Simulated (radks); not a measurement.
Task: Species: Ti2+. Configuration: [Ar] 3d2. Method: scalar-relativistic Kohn-Sham, PBE, spin-polarised, spherical densities, finite nucleus; open shells are filled with parallel spins first; Fermi nuclear charge, rms radius 3.5921 fm; computed with a radial shooting solver on a logarithmic mesh with Libxc functionals. Some entries of the table are withheld. Estimate them.

orbital,occ.,eigenvalue (eV),r(max) (bohr),<r> (bohr)
1s down,1,-4884.930,0.04555,0.06959
1s up,1,-4884.913,0.04555,0.06959
2s up,1,-552.9242,0.2689,0.3250
2s down,1,-552.3414,0.2688,0.3247
2p up,3,-460.2125,0.2196,0.2900
2p down,3,-459.7642,0.2195,0.2897
3s up,1,-79.3171,(1),1.007
3s down,1,-77.4026,(2),1.007
3p up,3,-55.5329,0.9028,(3)
3p down,3,-53.6274,0.9022,(4)
3d up,2,-20.4062,0.9730,1.421
3d down,0,-18.5960,0.9743,1.441

Result: 
(1) 3s up r(max) (bohr): 0.8701
(2) 3s down r(max) (bohr): 0.8698
(3) 3p up <r> (bohr): 1.083
(4) 3p down <r> (bohr): 1.084
